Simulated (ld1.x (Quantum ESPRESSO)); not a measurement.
## An all-electron radial function and its pseudo partner (niobium (Nb))

Columns: radius, all-electron u(r) and pseudo u(r) of the 4d shell (level -3.04 eV) of niobium in the configuration [Kr] 4d4 5s1 5p0; PBE, scalar-relativistic, RRKJ scheme, ld1.x (Quantum ESPRESSO) 7.5.

```
r (bohr)  all-electron   pseudo
   0.148        0.1985  -0.0043
   0.295        0.3104  -0.0321
   0.443        0.1692  -0.0984
   0.590       -0.0588  -0.2021
   0.738       -0.2773  -0.3310
   0.885       -0.4488  -0.4617
   1.033       -0.5701  -0.5748
   1.180       -0.6450  -0.6546
   1.328       -0.6842  -0.6982
   1.475       -0.6968  -0.7098
   1.623       -0.6914  -0.6995
   1.770       -0.6741  -0.6771
   1.918       -0.6493  -0.6496
   2.065       -0.6204  -0.6204
   2.213       -0.5891  -0.5891
   2.360       -0.5573  -0.5573
   2.508       -0.5255  -0.5255
   2.655       -0.4947  -0.4947
   2.802       -0.4650  -0.4650
   2.950       -0.4363  -0.4363
   3.098       -0.4090  -0.4090
   3.245       -0.3833  -0.3833
   3.393       -0.3587  -0.3587
   3.540       -0.3357  -0.3357
   3.688       -0.3138  -0.3138
   3.835       -0.2933  -0.2933
```

Question: How many radial nodes do the two functions have?

Answer: The all-electron 4d function has n − l − 1 = 1; the pseudo-wave has 0, since the states of the same l below it are removed with the core.

Question: At about which radius was the pseudo-wave matched?

Answer: 2.05 bohr, where the columns begin to agree (steps of 0.15 bohr).

Question: Where does each function peak?

Answer: Outermost all-electron maximum near 1.48 bohr, pseudo maximum near 1.48 bohr (to the table’s step).

Question: Is the pseudo-wave norm-conserving?

Answer: Yes: the RRKJ scheme keeps the norm inside the radius equal to the all-electron one, which fixes the energy derivative of the logarithmic derivative at the level.
